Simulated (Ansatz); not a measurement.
Born–Oppenheimer molecular dynamics of a periodic cell of 24 atoms, H15C2NO6 (contents 6 H2O + 1 CH3CN, density as packed 1.03 g/cm³ with natural masses). It starts from a partly relaxed structure (largest force component 0.55 eV/Å).

Theory: DFT r2SCAN-D3(BJ), scalar-relativistic, plane waves, PAW in Ansatz 0.2.0. Settings: accuracy low, cutoff 500 eV, k mesh 1x1x1, fermi-dirac smearing 0.02 eV, no spin polarisation.

| Item | Value |
| --- | --- |
| ensemble | NVT, Langevin thermostat |
| time step | 0.5 fs |
| steps asked | 40 |
| set temperature | 300 K |
| friction | 0.02 /fs |
| seed | 526468 |

First frame:

```xyz
24
Lattice="6.2171 0.0000 0.0000 0.0000 6.2171 0.0000 0.0000 0.0000 6.2171" Properties=species:S:1:pos:R:3
O 4.600 4.175 3.165
H 5.510 4.442 2.902
H 4.235 3.746 2.383
O 5.556 2.530 5.255
H 5.050 2.982 4.562
H 6.354 2.192 4.792
O -0.014 1.910 1.599
H -0.436 1.900 0.715
H 0.613 2.639 1.442
O 2.665 5.200 4.724
H 2.550 4.529 5.418
H 3.439 4.875 4.210
O 0.928 4.974 2.543
H 1.425 4.432 1.907
H 1.464 4.928 3.367
O 1.506 1.489 3.868
H 0.999 1.225 3.074
H 1.855 0.665 4.237
C 3.404 0.804 1.327
C 2.946 2.124 0.979
N 2.567 3.188 0.728
H 3.979 0.384 0.494
H 4.038 0.865 2.217
H 2.537 0.165 1.535
```

What does the run give?

The run went to its last step.

```
steps done                                               : 40
time covered                                             : 20 fs
mean temperature over the second half                    : 212 K
spread of the potential energy over the second half      : 1.3 meV per atom
mean potential energy of the second half above the start : 15.5 meV per atom
```

The mean temperature of the second half is 29 % below the set value. A run of 0.02 ps of so small a system gives no equilibrium averages. Limits of this set-up: coarse k mesh, low accuracy level.

What happens to the structure?

Mean squared displacements from the first frame to the last, about the centre of mass: O 0.02 Å², H 0.04 Å², C 0.01 Å², N 0.01 Å². Another seed would give other details.

How do temperature and energy run in time?


```
time (fs)  T (K)  potential energy less start (eV)
      0.0    288                             0.000
      1.5    254                             0.110
      3.0    225                             0.181
      4.5    232                             0.190
      6.0    202                             0.290
      7.5    188                             0.348
      9.0    207                             0.304
     10.5    191                             0.352
     12.0    196                             0.348
     13.5    212                             0.378
     15.0    209                             0.418
     16.5    226                             0.360
     18.0    219                             0.339
     19.5    229                             0.409
```

Run time: 6 min on 1 CPU thread of a shared host.
